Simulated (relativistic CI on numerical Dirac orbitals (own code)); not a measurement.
**Energy levels of Tl12+**

Calculated at this level of theory: Dirac-Coulomb-Breit CI, separate exchange-only KLI orbitals for each configuration, model QED (radiative potential, 1s self-energy scaled to tabulated hydrogen-like ionisation energies), unscaled Slater integrals (own radial code, finite nucleus).

Configurations in the expansion (outside the closed core [Kr] 4d10 4f14): 5s2 5p6 5d, 5s2 5p6 5f, 5s2 5p6 6s, 5s2 5p5 5d2, 5s2 5p6 6p, 5s2 5p6 5g, 5s 5p6 5d2, 5s2 5p5 5d 5f, 5s2 5p6 6d, 5s2 5p6 7s, 5s2 5p5 5d 5g, 5s2 5p5 5d 6s, 5s 5p6 5d 5f, 5p6 5d3, 5p5 5d4. Double excitations out of closed p, d and f shells are left out; levels of such configurations are missing from the list, as are those of other unlisted configurations, and high levels can miss mixing partners. These lack a partner that the ground configuration has and come out too high: 5s2 5p5 5d 5f, 5s2 5p5 5d 5g, 5s2 5p5 5d 6s.

The lowest level is 5s2 5p6 5d 2D_3/2, with 99 % of that term; Hund's rules for 5s2 5p6 5d give 2D with J = 3/2, in agreement.

| No. | Configuration | Term | J | E (eV) | % | Next component (%) | Lifetime (s) |
| --- | --- | --- | --- | --- | --- | --- | --- |
| 1 | 5s2 5p6 5d | 2D | 3/2 | 0.000 | 99 |  |  |
| 2 | 5s2 5p6 5d | 2D | 5/2 | 3.537 | 99 |  | 4.00e-03 |
| 3 | 5s2 5p6 6s | 2S | 1/2 | 49.024 | 100 |  | 6.92e-07 |
| 4 | 5s2 5p5 5d2 | 4D° | 1/2 | 60.958 | 92 | 7 2P° | 2.61e-07 |
| 5 | 5s2 5p5 5d2 | 4D° | 3/2 | 61.244 | 62 | 18 4F° | 3.61e-08 |
| 6 | 5s2 5p5 5d2 | 4F° | 5/2 | 62.568 | 40 | 31 4D° | 6.94e-09 |
| 7 | 5s2 5p5 5d2 | 4G° | 7/2 | 63.653 | 41 | 22 2G° | 4.28e-09 |
| 8 | 5s2 5p5 5d2 | 4D° | 5/2 | 64.160 | 33 | 26 4P° | 7.13e-09 |
| 9 | 5s2 5p6 6p | 2P° | 1/2 | 64.947 | 98 | 1 5s2 5p5 5d2 2P° | 1.62e-11 |
| 10 | 5s2 5p5 5d2 | 4D° | 7/2 | 65.196 | 56 | 21 4F° | 1.13e-07 |
| 11 | 5s2 5p5 5d2 | 4G° | 9/2 | 65.384 | 72 | 16 4F° | 1.28e-02 |
| 12 | 5s2 5p5 5d2 | 4P° | 3/2 | 66.006 | 46 | 17 4D° | 9.65e-10 |
| 13 | 5s2 5p5 5d2 | 4P° | 5/2 | 66.384 | 45 | 33 2F° | 8.54e-09 |
| 14 | 5s2 5p5 5d2 | 2D° | 3/2 | 66.399 | 46 | 24 4D° | 4.16e-10 |
| 15 | 5s2 5p5 5d2 | 4G° | 11/2 | 66.518 | 76 | 24 2H° | 6.63e-02 |
| 16 | 5s2 5p5 5d2 | 2G° | 7/2 | 67.659 | 49 | 27 2F° | 3.33e-09 |
| 17 | 5s2 5p5 5d2 | 4P° | 1/2 | 68.356 | 38 | 30 2P° | 1.26e-07 |
| 18 | 5s2 5p5 5d2 | 2D° | 5/2 | 69.058 | 33 | 18 2F° | 5.76e-10 |
| 19 | 5s2 5p5 5d2 | 2F° | 7/2 | 69.088 | 55 | 20 4D° | 3.50e-09 |
| 20 | 5s2 5p5 5d2 | 4F° | 9/2 | 69.781 | 53 | 40 2G° | 1.89e-03 |
| 21 | 5s2 5p5 5d2 | 2H° | 11/2 | 69.879 | 76 | 24 4G° | 3.00e-03 |
| 22 | 5s2 5p5 5d2 | 2F° | 5/2 | 70.038 | 30 | 29 2D° | 1.09e-09 |
| 23 | 5s2 5p5 5d2 | 4D° | 7/2 | 70.153 | 41 | 21 2F° | 9.52e-07 |
| 24 | 5s2 5p5 5d2 | 2D° | 3/2 | 70.160 | 32 | 21 4S° | 8.50e-10 |
| 25 | 5s2 5p5 5d2 | 2D° | 5/2 | 70.920 | 32 | 28 4D° | 1.86e-09 |
| 26 | 5s2 5p5 5d2 | 2G° | 9/2 | 72.261 | 62 | 30 2H° | 1.30e-03 |
| 27 | 5s2 5p5 5d2 | 2P° | 1/2 | 72.537 | 60 | 20 2S° | 2.16e-10 |
| 28 | 5s2 5p6 6p | 2P° | 3/2 | 72.559 | 99 | 1 5s2 5p5 5d 6s 2P° | 1.30e-11 |
| 29 | 5s2 5p5 5d2 | 2F° | 7/2 | 74.459 | 41 | 29 5s2 5p6 5f 2F° | 3.15e-10 |
| 30 | 5s2 5p5 5d2 | 2D° | 3/2 | 74.506 | 36 | 32 4F° | 9.03e-12 |
| 31 | 5s2 5p5 5d2 | 2P° | 3/2 | 77.214 | 66 | 21 2D° | 3.44e-10 |
| 32 | 5s2 5p5 5d2 | 2P° | 1/2 | 78.780 | 47 | 36 4D° | 4.53e-12 |
| 33 | 5s2 5p5 5d2 | 4D° | 5/2 | 80.023 | 24 | 20 5s2 5p6 5f 2F° | 5.39e-12 |
| 34 | 5s2 5p5 5d2 | 2G° | 7/2 | 80.244 | 37 | 36 5s2 5p6 5f 2F° | 4.86e-12 |
| 35 | 5s2 5p5 5d2 | 2P° | 3/2 | 80.546 | 36 | 28 4S° | 6.29e-12 |
| 36 | 5s2 5p5 5d2 | 4G° | 5/2 | 81.037 | 27 | 25 2F° | 4.06e-12 |
| 37 | 5s2 5p5 5d2 | 4G° | 7/2 | 89.790 | 44 | 26 2G° | 2.21e-09 |
| 38 | 5s2 5p5 5d2 | 4G° | 5/2 | 90.499 | 27 | 25 2D° | 8.01e-12 |
| 39 | 5s2 5p5 5d2 | 4D° | 3/2 | 91.160 | 39 | 31 2D° | 1.63e-10 |
| 40 | 5s2 5p5 5d2 | 2F° | 5/2 | 91.409 | 62 | 13 2D° | 1.76e-12 |
| 41 | 5s2 5p5 5d2 | 4P° | 1/2 | 91.565 | 37 | 34 2S° | 2.30e-09 |
| 42 | 5s2 5p5 5d2 | 2G° | 9/2 | 91.854 | 42 | 32 2H° | 7.76e-06 |
| 43 | 5s2 5p5 5d2 | 4D° | 7/2 | 93.989 | 36 | 34 2F° | 6.16e-11 |
| 44 | 5s2 5p5 5d2 | 2P° | 3/2 | 95.534 | 28 | 25 2D° | 1.69e-10 |
| 45 | 5s2 5p5 5d2 | 2G° | 9/2 | 95.752 | 44 | 34 2H° | 7.22e-06 |
| 46 | 5s2 5p5 5d2 | 2D° | 5/2 | 96.504 | 38 | 35 2F° | 4.62e-10 |
| 47 | 5s2 5p5 5d2 | 2P° | 1/2 | 96.782 | 59 | 27 4D° | 1.79e-12 |
| 48 | 5s2 5p6 6d | 2D | 3/2 | 98.563 | 100 |  | 2.03e-11 |
| 49 | 5s2 5p6 6d | 2D | 5/2 | 99.935 | 100 |  | 2.70e-11 |
| 50 | 5s2 5p5 5d2 | 2D° | 3/2 | 100.626 | 80 | 9 2P° | 8.78e-13 |
| 51 | 5s2 5p5 5d2 | 2P° | 1/2 | 100.936 | 95 | 3 4D° | 9.55e-12 |
| 52 | 5s2 5p5 5d2 | 2F° | 7/2 | 101.541 | 71 | 19 2G° | 1.24e-12 |
| 53 | 5s2 5p5 5d2 | 2D° | 5/2 | 101.876 | 71 | 11 2F° | 1.00e-12 |
| 54 | 5s2 5p5 5d2 | 2P° | 3/2 | 102.220 | 71 | 10 4S° | 1.33e-12 |
| 55 | 5s2 5p5 5d 6s | 4P° | 1/2 | 109.775 | 90 | 8 2P° | 5.41e-11 |
| 56 | 5s2 5p5 5d 6s | 4P° | 3/2 | 111.256 | 75 | 16 4D° | 4.69e-11 |
| 57 | 5s2 5p5 5d 6s | 2P° | 1/2 | 112.338 | 77 | 19 4D° | 5.74e-12 |
| 58 | 5s2 5p5 5d 6s | 4F° | 7/2 | 113.184 | 59 | 31 2F° | 3.71e-10 |
| 59 | 5s2 5p5 5d 6s | 4F° | 5/2 | 113.205 | 36 | 34 4D° | 4.03e-11 |
| 60 | 5s2 5p5 5d 6s | 2F° | 5/2 | 114.071 | 47 | 18 4P° | 6.83e-12 |
| 61 | 5s2 5p5 5d 6s | 2D° | 3/2 | 114.236 | 41 | 21 4D° | 6.39e-12 |
| 62 | 5s2 5p5 5d 6s | 4F° | 9/2 | 114.938 | 100 |  | 7.56e-07 |
| 63 | 5s2 5p6 7s | 2S | 1/2 | 115.284 | 100 |  | 1.66e-11 |
| 64 | 5s2 5p5 5d 6s | 2D° | 5/2 | 116.467 | 55 | 30 4P° | 1.54e-11 |
| 65 | 5s2 5p5 5d 6s | 2F° | 7/2 | 116.584 | 86 | 13 4F° | 6.55e-12 |
| 66 | 5s2 5p5 5d 6s | 2D° | 3/2 | 116.994 | 48 | 40 2P° | 9.69e-12 |
| 67 | 5s2 5p5 5d 6s | 4D° | 7/2 | 118.530 | 65 | 34 2F° | 3.23e-11 |
| 68 | 5s2 5p5 5d 6s | 2D° | 5/2 | 119.601 | 56 | 32 2F° | 8.77e-12 |
| 69 | 5s2 5p6 5g | 2G | 7/2 | 122.790 | 95 | 3 5s2 5p5 5d 5f 2G | 1.45e-11 |
| 70 | 5s2 5p6 5g | 2G | 9/2 | 122.877 | 96 | 3 5s2 5p5 5d 5f 2G | 1.46e-11 |

Energies count from the lowest computed level; ° marks odd parity; lifetimes are radiative, by E1, M1, E2, M2, E3 decay to levels of this space only.

The mean weight of the leading LS term, summed over parents, in these 70 levels is 59 %, and that of the leading jj configuration (from the same eigenvectors) 83 %, so jj coupling describes them better and the LS labels are nominal.

At this charge energies of transitions that change n are usually good to better than 1 %, and those within a shell (Δn = 0) to a few per cent. Levels and lines within the n = 5 or 6 shells can be off by up to 10 % or somewhat more, and those that change n by about 2 %, since core polarisation is missing.

LS names give the leading component of a level, which can be under half, so a name can repeat, a term be missing and a line seem to break the LS rules.
